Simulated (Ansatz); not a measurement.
`CS[SiH2]BO`, relaxed with RKS PBE-D4/def2-SVP in Ansatz from a rough embedded geometry. The force threshold is 0.03 eV/Å; the program also tests the step.

Total charge 0; spin multiplicity 1.

Start:

```xyz
12

C    -1.431    0.780   -1.245
S    -0.369   -0.433   -1.945
Si    0.300   -1.129   -0.028
B     1.464    0.104    0.830
O     1.072    0.745    2.116
H    -2.020    1.336   -2.056
H    -0.907    1.523   -0.637
H    -2.253    0.282   -0.577
H     1.076   -2.412   -0.270
H    -0.842   -1.463    0.808
H     2.419    0.543    0.246
H     1.492    0.125    2.758
```

Task: By how much does the energy fall, and how many steps does the optimiser take? (Best estimate.)

Result: Ansatz gave: 133.72 kJ/mol, in 14 steps.

Task: Which bonds change most? (Estimate.)

Result: The calculation gave: Si3–B4 from 1.900 to 2.042 Å; B4–O5 from 1.489 to 1.360 Å; C1–S2 from 1.757 to 1.839 Å; Si3–H10 from 1.454 to 1.520 Å.

Task: Give the relaxed structure. (Best estimate.)

Result: Ansatz gave: 
```xyz
12

C    -1.435    0.868   -1.157
S    -0.557   -0.607   -1.815
Si    0.402   -1.311   -0.004
B     1.535    0.181    0.809
O     1.322    0.688    2.053
H    -2.007    1.297   -2.002
H    -0.728    1.636   -0.784
H    -2.148    0.594   -0.354
H     1.220   -2.496   -0.448
H    -0.635   -1.803    0.992
H     2.433    0.716    0.179
H     0.598    0.237    2.530
```
